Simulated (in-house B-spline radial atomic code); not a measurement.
Values are calculated unless marked as measured or tabulated.
In in an electron gas of r_s = 4: phase shifts, screening and friction

A nucleus sits in a uniform electron gas with a rigid positive background. The Kohn-Sham equations are solved self-consistently in the spin-unpolarised LDA (PW92), non-relativistic, on B-splines with outgoing waves at the boundary and partial waves to l = 8. The model has no lattice, no bands and no magnetic solution. Atomic units; δ_l are the phase shifts at the Fermi level, counted so that each bound state adds π, and good to about 0.0005.

The density parameter is r_s = 4 bohr.

| l | δ_l (rad) |
| --- | --- |
| 0 | 13.8812 |
| 1 | 10.5678 |
| 2 | 6.2753 |
| 3 | 0.0006 |
| 4 | 0.0007 |
| 5 | -0.0001 |
| 6 | 0.0001 |
| 7 | 0.0000 |
| 8 | 0.0001 |

Bound levels below the band bottom (hartree): d -15.88, s -3.81, p -2.543, d -0.4782, s -0.07263 and deeper ones.

(1) Check the Friedel sum rule, and say where the screening charge sits.

(2) Find the transport cross section and the electronic stopping of a 2 keV In ion (mass 114.82 u).

## Answers

(1) k_F = (9π/4)^(1/3)/r_s = 0.47979. The rule is Z = (2/π) Σ (2l + 1) δ_l. The terms are s 8.837, p 20.183, d 19.975, f 0.003 and 0.005 beyond, in all 49.003 against Z = 49. Bound states hold 10 s, 18 p, 20 d electrons, so the scattering states carry 1.00 in all; where a term is smaller than its bound count, the bound level has drawn weight out of the band.

(2) σ_tr = (4π/k_F²) Σ (l + 1) sin²(δ_l − δ_(l+1)). The terms for l = 0 to 3 are 0.0292, 1.6676, 0.0002, 0.0000, all together 1.6971, so σ_tr = 54.589 × 1.6971 = 92.642 bohr². With n = 3/(4π r_s³) = 0.00373, the friction coefficient is Q = n k_F σ_tr = 0.1658. For v well below v_F = 0.480, dE/dx = Q v; with 24801 eV per u at v = 1, v = √(2000/(24801 × 114.82)) = 0.0265, so dE/dx = 0.00439 hartree/bohr = 2.26 eV/nm. The largest term couples the p and d waves.
